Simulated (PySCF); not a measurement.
**Computed spin Hamiltonian**

Species: C2H7OSi2 (doublet state).
Z-matrix (Å and degrees, GFN2-xTB geometry), rows numbered from 1:
```
C 
Si  1  1.8993
C   2  1.9241  1  109.24
O   3  1.2483  2  117.40  1  -179.71
Si  3  1.8574  2  126.04  1     0.36
H   1  1.0863  2  112.01  3    60.40
H   1  1.0851  2  110.17  3   179.83
H   1  1.0863  2  111.95  3   -60.78
H   2  1.4673  1  110.46  3  -119.56
H   2  1.4673  1  110.40  3   119.51
H   5  1.4512  3  120.69  2   179.94
H   5  1.4534  3  122.91  2    -0.11
```

The hyperfine couplings belong to this conformer and change with its torsions.

The species is `C[SiH2]C(=O)[SiH2]` [radical].

Theory: PySCF, UKS B3LYP, pcH-1 on C H O Si, non-relativistic, mean-field spin-orbit, GIAO. Geometry: GFN2-xTB, one conformer, isolated molecule. The geometry wasn't refined by DFT: couplings that depend on bond lengths, twists or pyramidal angles can differ widely from those at the functional's own minimum, by a factor of two or more for some ions and for spin on atoms past the first row. The SCF solution wasn't tested for stability.

```json
{"g1, g2, g3": "2.00209, 2.00381, 2.00728", "g_iso": "2.00439", "Form of g": "rhombic: the two nearest values differ by 33 % of g3 − g1", "⟨S²⟩": "0.7611 (exact 0.7500)", "α and β electrons": "28, 27"}
```

Isotropic coupling and dipolar principal values T1 to T3, in MHz:

```tsv
atom	isotope	a_iso	of which spin–orbit	T1	T2	T3	Mulliken spin population
C1	13C	0.2	0.0	-0.5	0.1	0.4	0.00
Si2	29Si	8.2	0.0	-0.6	-0.5	1.1	0.00
C3	13C	-25.1	0.0	-5.6	-0.7	6.3	-0.06
O4	17O	-17.6	-0.2	-79.6	38.4	41.2	0.24
Si5	29Si	-130.3	1.1	-165.1	82.3	82.9	0.89
H6	1H	0.9	0.0	-1.5	-1.0	2.5	0.00
H7	1H	-0.1	0.0	-0.7	-0.6	1.3	0.00
H8	1H	0.9	0.0	-1.5	-1.0	2.5	0.00
H9	1H	-0.6	0.0	-1.1	-0.7	1.8	0.00
H10	1H	-0.6	0.0	-1.1	-0.7	1.8	0.00
H11	1H	-39.0	0.0	-10.0	3.0	7.0	-0.04
H12	1H	-37.9	0.0	-10.9	3.3	7.6	-0.04
```

The Mulliken spin populations are largest on Si5 (+0.89) and O4 (+0.24). The angles at Si5 add up to 360.0°, so it is planar; its axial dipolar tensor and the negative couplings of its protons fit spin in a p orbital normal to that plane.

Axes: g3 points within 14° of the C3–Si5 bond.

Under fast tumbling the dipolar parts average out, and these isotropic splittings remain: 2 × 1H (H11/H12, I = 1/2, 3 lines) with 1.37 mT.

Means are taken over nuclei equivalent by connectivity, which assumes that they swap fast.

The 17O coupling of O4 (-17.6 MHz) shows only in satellite lines or after enrichment, since that isotope makes up about 0.038 % of natural oxygen.

The 13C coupling of C3 (-25.1 MHz) shows only in satellite lines or after enrichment, since that isotope makes up about 1.07 % of natural carbon.

β density exceeds α density at some nuclei, such as C3 (-0.0223), Si2 (-0.0092) and H11/H12 (-0.0086), spin density in bohr⁻³. In a single determinant that takes different orbitals for the two spins, that is spin polarisation.
